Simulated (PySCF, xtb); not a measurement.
Ta(OH)3 (H₃O₃Ta), SMILES [OH][Ta]([OH])[OH] (connectivity only; charge and spin as stated), neutral, multiplicity 3. Other conformers were not sampled.

Harmonic wavenumbers (cm⁻¹) from GFN2-xTB in xtb at its own minimum, in rising order: 69, 140, 150, 182, 259, 417, 441, 446, 463, 565, 605, 766, 3567, 3645, 3657.

Q: What does PySCF with PBE-D3(BJ)/def2-SVP give at its own minimum? (An estimate is asked for; the answer gives what the named calculation found.)

A: 67, 146, 148, 211, 244, 305, 364, 398, 640, 681, 686, 715, 3608, 3875, 3878. Paired by order, the mean absolute difference is 80 cm⁻¹ and the zero-point energies are 22.0 and 22.8 kcal/mol.
